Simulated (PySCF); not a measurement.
# Working out the excitation energy of O

O [He] 2s2 2p4 (3P) → O [He] 2s1 2p5 (3P). Computed with PySCF 2.14 in x2c-QZVPPall (7s4p3d2f1g, 57 functions), with scalar relativity by spin-free X2C-1e. Frozen: nothing. Energies in hartree (1 hartree = 27.21139 eV):

```tsv
part	O (lower)	O (upper)
UHF	-74.870976	-74.249812
MP2 opposite-spin	-0.139746	-0.167197
MP2 same-spin	-0.040846	-0.046406
```

Question: What does Hartree-Fock give?

Answer: (-74.249812) − (-74.870976) = 0.621164 hartree = 16.903 eV.

Question: What do MP2 and SCS-MP2 (6/5 opposite-spin, 1/3 same-spin) give?

Answer: The opposite-spin parts differ by -0.747 eV and the same-spin parts by -0.151 eV. MP2: 16.903 + (-0.747) + (-0.151) = 16.005 eV. SCS-MP2: 16.903 + 1.2 × (-0.747) + (-0.151)/3 = 15.956 eV.

The upper state lies above the first ionisation limit, where it may autoionise and the basis confines it.
